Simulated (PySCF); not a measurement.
## Electronic structure of H (hydrogen, neutral) at the UHF level

Configuration: 3d1, 2D determinant (an excited configuration). Calculation: PySCF 2.14, in aug-cc-pV5Z; no relativity, point nucleus.

```json
{
  "Total energy": "0.197850 hartree",
  "One-electron energy": "0.1979 hartree",
  "Hartree (Coulomb) energy": "0.1468 hartree",
  "Exchange energy": "-0.1468 hartree",
  "Kinetic energy": "0.51583 hartree",
  "⟨S²⟩": "0.7500",
  "⟨L²⟩": "6.000",
  "Sum of ⟨r⟩": "3.371 bohr",
  "Sum of ⟨r²⟩": "12.07 bohr²",
  "Traceless quadrupole moment −½Σ⟨3z² − r²⟩ along its main axis": "3.45 e·bohr²",
  "Density at the nucleus (Gaussians lack the cusp)": "0 bohr⁻³",
  "Langevin diamagnetic susceptibility": "-9.56 ×10⁻⁶ cm³/mol"
}
```

```json
{"shell": "3d α", "electrons": "1", "mean orbital energy (eV)": "5.384", "rms radius, mean of both spins (bohr)": "3.47"}
```

The outer electron is Rydberg-like, and this basis confines it to a smaller radius and binds it less than a complete one would. At UHF the highest occupied level has a positive energy, so only the finite basis holds that electron; for this excited configuration the basis is too tight for the outer shell.

Spin-orbit constants ζ (cm⁻¹) from the X2C one-electron operator on these orbitals (non-relativistic here): bare nucleus, nucleus screened by l(l+1)(2l+1)/3 electrons, and screened by the Breit-Pauli mean field of the electrons.

```tsv
shell	bare	screened nucleus	mean field
3d	0.2483	0.2483	0.2066
```

To first order the Landé constant is A = 0.2066 cm⁻¹, so the lowest level has J = 3/2 and lies 3.84e-05 eV below the centre of the term.
